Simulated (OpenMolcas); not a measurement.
Levels of Ag by method

* Program: OpenMolcas
* Basis: ANO-RCC-VQZP [8s7p5d3f2g1h]
* Scalar Hamiltonian: DKH2, point nucleus
* Active space: 11 electrons in 6 orbitals (4d 5s)
* State averaging: 2S+1 = 2 even, 6 roots
* Spin-orbit coupling: state interaction with AMFI integrals over the reference wave functions, term energies averaged over their components

Methods on the same reference wave functions:
A. CASSCF
B. SS-CASPT2, IPEA 0.25 Eh, imaginary shift 0.1 Eh (closed shells correlated: 4s 4p)

Energies in cm-1 above 4d10 5s 2S 1/2, the measured ground level; measured values from NIST Handbook of Basic Atomic Spectroscopic Data.

| Level | A | B | Measured |
| --- | --- | --- | --- |
| 4d10 5s 2S 1/2 | 0.0 | 0.0 | 0.0 |
| 4d9 5s2 2D 5/2 | 20631 | 29080 | 30242 |
| 4d9 5s2 2D 3/2 | 24926 | 33370 | 34714 |

Deviations, from unrounded energies. A percentage is the sum of absolute deviations over the sum of measured energies, with the sign that they share, or ± where signs differ.

```tsv
Against measurement	Levels	A	B
mean absolute deviation (cm-1)	2	9700	1300
other configurations (%)	2	-29.9	-3.9
```

B lies closest to measurement on these levels. The largest miss of B in the table is 4d9 5s2 2D 3/2, by -1300 cm-1. The ranking rests on the paired levels alone, and a cruder setting can come out closer through cancelling errors.

The lowest spin-free term lies below A's lowest term by 0.724 hartree in B.

Term energies are means over components that CASPT2 splits; among the terms shown or strongly mixed into the levels shown the widest spread is 12 cm-1 (4d9 5s2 2D, B). A single d shell beside an s shell can misplace configurations of different d count against each other. Without dynamic correlation excited terms often stand tens of per cent too high (terms of higher spin than the ground term too low), and those without a measured partner can miss by more than the paired ones (holds for A). Measured partners are found by configuration, term and J. A level has none where our copy of the source lacks it or the pairing is in doubt (some pairs that miss far off the trend of their configuration count as doubtful), and it then counts in no deviation. Only configurations of the active space appear.
